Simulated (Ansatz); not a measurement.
## A ladder of methods for GeCNClF (SMILES N#[C][Ge]([F])[Cl])

The species is GeCNClF (5 atoms), meant as a doublet with charge 0. SMILES: `N#[C][Ge]([F])[Cl]`. The coordinates come from a PBE0-D4/def2-TZVP relaxation.

Each level gives the vertical energy of the quartet above the doublet (eV). The values are calculated.

```tsv
level	kind	program	value (eV)	less CCSD(T)/cc-pVDZ	CPU time (all runs)
UHF/cc-pVDZ	Hartree–Fock	Ansatz	4.96	-1.37	29 s
USVWN5/cc-pVDZ	LDA	Ansatz	6.16	-0.17	15 s
U-revPBE/cc-pVDZ	GGA	Ansatz	5.98	-0.35	23 s
UPBE/cc-pVDZ	GGA	Ansatz	6.01	-0.32	26 s
U-r2SCAN0/cc-pVDZ	hybrid meta-GGA	Ansatz	5.71	-0.62	73 s
UPBE0/cc-pVDZ	global hybrid	Ansatz	5.92	-0.41	30 s
UCAM-B3LYP/cc-pVDZ	range-separated hybrid	Ansatz	6.05	-0.28	39 s
UPBE-QIDH/cc-pVDZ	double hybrid	Ansatz	6.20	-0.13	47 s
RPA@PBE/cc-pVDZ	RPA	Ansatz	6.29	-0.04	38 s
UCCSD(T)/cc-pVDZ	coupled cluster or CI	Ansatz	6.33	0.00	2.4 min
```

Differences are taken from UCCSD(T)/cc-pVDZ for orientation; it has basis-set and higher-order errors of its own. All-electron rows without a relativistic Hamiltonian named are non-relativistic. The values span 4.96 to 6.33 eV. In the correlated wave-function rows the outer d shell of Ge is correlated, in sets not made for it. CPU times are rough (shared hosts, several kinds of processor): they show what a rung costs within a factor of a few.
